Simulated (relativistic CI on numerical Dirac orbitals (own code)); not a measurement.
**Te XIII: q coefficients and field-shift factors**

Computed by Dirac-Coulomb-Breit CI, KLI orbitals optimised for each configuration, derivatives by finite differences, unscaled Slater integrals, QED left out (own radial code, finite nucleus).

Configuration list (outside the closed core [Ar] 3d10 4s2): 4p6.4d4, 4p5.4d5, 4p6.4d3.4f, 4p6.4d2.5s2, 4p6.4d.4f.5s2. Double excitations out of closed p, d and f shells are left out; levels of such configurations are missing from the list, as are those of other unlisted configurations, and high levels can miss mixing partners.

With x = (α/α₀)² − 1 an excitation energy changes as ω = ω₀ + qx; K = 2q/ω₀ is the relative enhancement. Terms are leading LS components, so labels can repeat. The field-shift factor is F = δν/δ⟨r²⟩ for the transition from the lowest level.

Lowest level 4p6.4d4 5D_0.

```tsv
Level	ω₀ (cm⁻¹)	q (cm⁻¹)	K	F (GHz/fm²)
4p6.4d4 5D_1	4334.2	8287	3.82	0.0841
4p6.4d4 5D_2	9209.8	14590	3.17	0.153
4p6.4d4 5D_3	13834.6	18610	2.69	0.202
4p6.4d4 5D_4	17992.6	20290	2.25	0.229
4p6.4d4 3P_0	34487.6	8764	0.508	0.184
4p6.4d4 3H_4	37028.7	9128	0.493	0.192
4p6.4d4 3H_5	44334.8	17620	0.795	0.287
4p6.4d4 3G_3	44787.4	12490	0.558	0.246
4p6.4d4 3P_1	45818.3	17860	0.779	0.297
4p6.4d4 3F_2	46995.1	13500	0.575	0.262
4p6.4d4 3H_6	48012.9	19910	0.829	0.318
4p6.4d4 3F_4	52164.7	23960	0.919	0.366
4p6.4d4 3G_4	56764.5	21400	0.754	0.359
```

At this charge energies of transitions that change n are usually good to better than 1 %, and those within a shell (Δn = 0) to a few per cent. Terms inside the open d or f shell come out 10 to 20 % too wide with unscaled integrals. Levels and lines within the n = 5 or 6 shells can be off by up to 10 % or somewhat more, and those that change n by about 2 %, since core polarisation is missing.
